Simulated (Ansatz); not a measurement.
A run for Ansatz (an electronic-structure program): R-r2SCAN/def2-TZVPP on CH3FGeO (SMILES C[O][Ge][F]), a point of a torsion scan.

Ansatz 0.2 input:
```yaml
crystal:
  periodic: [false, false, false]
  atoms:
    - {symbol: C, position_ang: [-0.91541140, -0.09439978, 0.17996437]}
    - {symbol: O, position_ang: [-0.08788661, 1.02648881, -0.05035223]}
    - {symbol: Ge, position_ang: [0.61966048, 2.16727961, -1.13171482]}
    - {symbol: F, position_ang: [0.03673030, 1.52640046, -2.77132862]}
    - {symbol: H, position_ang: [-0.78024667, -0.83935831, -0.60525310]}
    - {symbol: H, position_ang: [-1.96092111, 0.21627934, 0.20008512]}
    - {symbol: H, position_ang: [-0.64810980, -0.52945888, 1.14562169]}
basis:
  gaussian:
    orbitals: def2-TZVPP
hamiltonian:
  xc: {name: r2SCAN}
scf: {lower_state_search: off}
```

The head of its log:

```
WARN ansatz: RAYON_NUM_THREADS=1 ignored (pool sized by the plan → 1); use --threads N
Functional definition: r2SCAN
these checks for a lower state are left out or cut short: stability, starts, cluster_reference, orbital_swaps, neighbouring_geometries, increment
integrals: 0.09 GiB planned
1022 factors; their error is unknown
mean field: 0.66 GiB planned
mean field evaluation 1: about -62359.1199 eV, gradient 7.3e1 eV
mean field evaluation 2: about -62287.4356 eV, gradient 1.9e2 eV
```

What total energy does the run end on?

-2292.0116 hartree.
